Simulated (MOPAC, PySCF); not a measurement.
CH2OS, SMILES `C(=O)S` (O–C–S–H torsion 0°), neutral singlet in the gas phase. 

Cartesian coordinates (Å):
```xyz
5

O     -0.7472     1.0017    -0.6653
C     -0.5641    -0.0439    -0.1131
S      0.9855    -0.6289     0.5413
H     -1.3593    -0.7900     0.0597
H      1.6851     0.4611     0.1773
```
Charge 0, spin multiplicity 1.

All levels are single points at this geometry (B3LYP-D3(BJ)/def2-TZVP); Pople sets use spherical d functions. Orbital energies aren't observables, and empty levels follow the basis.

| level | HOMO (eV) | LUMO (eV) | gap (eV) | dipole (D) | vertical IE, Delta-SCF (eV) |
|---|---|---|---|---|---|
| B3LYP-D3(BJ)/def2-TZVP in PySCF | -7.77 | -1.32 | 6.45 | 1.61 | 10.44 |
| M06-2X/def2-TZVP in PySCF | -9.32 | -0.01 | 9.31 | 1.60 | 10.74 |
| PBE-D3(BJ)/def2-TZVP in PySCF | -6.49 | -2.15 | 4.34 | 1.45 | 10.26 |
| B3LYP/6-311+G** in PySCF | -7.87 | -1.42 | 6.45 | 1.60 | – |
| B3LYP/LANL2DZ in PySCF | -7.80 | -1.32 | 6.48 | 1.37 | – |
| M06-2X/6-31G* in PySCF | -9.15 | 0.42 | 9.57 | 1.28 | – |
| PBE/6-31G* in PySCF | -6.22 | -1.75 | 4.47 | 1.09 | 10.16 |
| HF/6-31G* in PySCF | -10.91 | 3.71 | 14.62 | 1.64 | – |
| PM6 in MOPAC | -10.09 | -0.49 | 9.61 | 1.35 | – |
